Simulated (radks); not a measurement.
Values are calculated unless marked as measured or tabulated.
Task: The erbium ion Er3+, configuration [Xe] 4f11. Level of theory: scalar-relativistic Kohn-Sham, r2SCAN, spin-polarised, spherical densities, finite nucleus; open shells are filled with parallel spins first (spin-orbit coupling, left out, can overturn this in heavy ions); meta-GGA in the generalised Kohn-Sham scheme; Fermi nuclear charge, rms radius 5.2516 fm (a radial shooting solver on a logarithmic mesh with Libxc functionals). Some entries of the table are withheld. Estimate them.

| orbital | occ. | eigenvalue (eV) | <1/r> (bohr^-1) | r(max) (bohr) |
|---|---|---|---|---|
| 1s up | 1 | -57476.98 | 77.54 | 0.01286 |
| 1s down | 1 | -57476.98 | 77.54 | 0.01286 |
| 2s up | 1 | -9706.800 | 18.07 | 0.07320 |
| 2s down | 1 | -9706.795 | 18.07 | 0.07320 |
| 2p up | 3 | -8586.029 | 16.67 | 0.05957 |
| 2p down | 3 | -8586.017 | 16.67 | 0.05957 |
| 3s up | 1 | -2210.695 | 6.672 | 0.2070 |
| 3s down | 1 | -2208.952 | 6.676 | 0.2069 |
| 3p up | 3 | -1868.046 | 6.226 | 0.2037 |
| 3p down | 3 | -1866.302 | 6.230 | 0.2037 |
| 3d up | 5 | -1438.595 | 5.892 | 0.1666 |
| 3d down | 5 | -1437.256 | 5.896 | 0.1665 |
| 4s up | 1 | -469.1083 | 2.808 | 0.4739 |
| 4s down | 1 | -465.4356 | 2.807 | 0.4739 |
| 4p up | 3 | -355.7667 | 2.572 | 0.4952 |
| 4p down | 3 | -352.1229 | 2.571 | 0.4951 |
| 4d up | 5 | -203.2386 | 2.274 | 0.5116 |
| 4d down | 5 | -199.6105 | 2.271 | 0.5115 |
| 5s up | 1 | -84.1971 | 1.080 | 1.102 |
| 5s down | 1 | -82.6254 | 1.066 | 1.109 |
| 5p up | 3 | (1) | 0.9162 | 1.248 |
| 5p down | 3 | (2) | 0.9035 | 1.258 |
| 4f up | 7 | -36.7434 | 1.719 | (3) |
| 4f down | 4 | -33.4696 | 1.695 | (4) |
| 5d up | 0 | -24.5496 | 0.6299 | 1.665 |
| 5d down | 0 | -24.0581 | 0.6206 | 1.686 |
| 6s up | 0 | -22.3534 | 0.4286 | (5) |
| 6s down | 0 | -21.9974 | 0.4247 | (6) |

Result: 
(1) 5p up eigenvalue (eV): -56.7675
(2) 5p down eigenvalue (eV): -55.7125
(3) 4f up r(max) (bohr): 0.5062
(4) 4f down r(max) (bohr): 0.5076
(5) 6s up r(max) (bohr): 2.744
(6) 6s down r(max) (bohr): 2.777
